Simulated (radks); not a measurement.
Results of a calculation; reference values are marked as such.
Excited configurations of neutral aluminium: one electron is placed in a higher orbital outside [Ne] 3s2. The ground configuration is [Ne] 3s2 3p1. Code: a radial shooting solver on a logarithmic mesh with Libxc functionals. Model: scalar-relativistic Kohn-Sham, PBE, spin-unpolarised, spherical densities, finite nucleus; Fermi nuclear charge, rms radius 3.061 fm. Excitation = E - E(ground); binding = E(ion) - E, where the ion is the core of charge +1; n* = 1/sqrt(2 binding) in atomic units, and the quantum defect is n - n*.

[
 {"outer orbital": "4p", "excitation (eV)": "3.724", "binding (eV)": "2.037", "n*": "2.585", "quantum defect": "1.415", "eigenvalue (eV)": "-1.125", "<r> (bohr)": "9.654"},
 {"outer orbital": "4d", "excitation (eV)": "4.602", "binding (eV)": "1.159", "n*": "3.426", "quantum defect": "0.574", "eigenvalue (eV)": "-0.620", "<r> (bohr)": "16.09"},
 {"outer orbital": "5f", "excitation (eV)": "5.132", "binding (eV)": "0.629", "n*": "4.650", "quantum defect": "0.350", "eigenvalue (eV)": "-0.366", "<r> (bohr)": "29.37"},
 {"outer orbital": "6s", "excitation (eV)": "4.875", "binding (eV)": "0.887", "n*": "3.917", "quantum defect": "2.083", "eigenvalue (eV)": "-0.569", "<r> (bohr)": "25.05"},
 {"outer orbital": "6f", "excitation (eV)": "5.306", "binding (eV)": "0.455", "n*": "5.470", "quantum defect": "0.530", "eigenvalue (eV)": "-0.286", "<r> (bohr)": "44.02"}
]

The Delta-SCF ionisation energy is 5.761 eV (NIST Atomic Spectra Database: 5.986 eV, measured). Self-interaction in the functional shifts the binding energies and quantum defects, so they are the method's values and not measured ones. Spin polarisation and multiplet splitting are left out, so open shells lie too high by an amount that depends on their filling.

Beside tabulated values, note that spin-unpolarised runs miss the spin-polarisation part of the exchange energy of open shells.
